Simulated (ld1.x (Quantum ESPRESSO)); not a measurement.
How hard is this iron TM potential?

```json
{
  "Element": "Fe (Z = 26)",
  "Generator": "ld1.x (Quantum ESPRESSO) 7.5",
  "Type": "norm-conserving Troullier–Martins (Kleinman–Bylander form)",
  "Functional": "PBEsol",
  "Relativity": "scalar-relativistic",
  "Frozen core": "[Ne] 3s2",
  "Valence charge": "14",
  "Reference configuration": "3p6 3d6 4s0 4p0 (charge +2)",
  "Partial waves": "4s (bound, empty): rc 1.80 bohr; 3d (bound): rc 1.50 bohr; 3p (bound): rc 1.35 bohr",
  "Local potential": "the p channel",
  "Core correction": "none"
}
```

The pseudo-atom Hamiltonian at the reference potential is diagonalised in spherical Bessel functions j_l(qr) that vanish at 20 bohr, with q² up to the cutoff. All-electron valence levels (Ry): 4s -1.4695, 3d -1.8878, 3p -5.7586, 4p -1.0347.

Problem. How do the lowest levels (Ry) of each channel move with the cutoff, and are there ghosts?

Solution.

| cutoff (Ry) | s #1 | s #2 | d #1 | d #2 | p #1 | p #2 | f #1 | Σ f·Δε (mRy) |
| --- | --- | --- | --- | --- | --- | --- | --- | --- |
| 8 | -1.4932 | -0.8581 | -0.6937 | -0.3211 | -2.9182 | -0.7337 | -0.2726 | 24206.8 |
| 15 | -4.2338 | -1.4554 | -0.7692 | -0.3459 | -4.2981 | -0.8832 | -0.2728 | 15473.9 |
| 30 | -6.9670 | -1.4683 | -0.9839 | -0.4042 | -5.4671 | -1.0008 | -0.2729 | 7172.0 |
| 45 | -7.2510 | -1.4691 | -1.3648 | -0.4678 | -5.7210 | -1.0316 | -0.2729 | 3363.2 |
| 70 | -7.2825 | -1.4694 | -1.8190 | -0.5111 | -5.7578 | -1.0379 | -0.2729 | 417.4 |
| 100 | -7.2835 | -1.4694 | -1.8857 | -0.5160 | -5.7582 | -1.0380 | -0.2729 | 14.5 |
| 160 | -7.2850 | -1.4695 | -1.8876 | -0.5161 | -5.7586 | -1.0381 | -0.2729 | 1.1 |
| 230 | -7.2850 | -1.4695 | -1.8877 | -0.5161 | -5.7586 | -1.0381 | -0.2729 | 0.1 |
| 400 | -7.2850 | -1.4695 | -1.8878 | -0.5161 | -5.7586 | -1.0381 | -0.2729 | 0.0 |

Result: ghost state, extra bound levels that the all-electron valence spectrum of the same l lacks: s at -99.1 eV (a true bound ghost makes a file unfit for plane-wave use); 10 mRy is reached at 110 Ry and 1 mRy at 180 Ry.
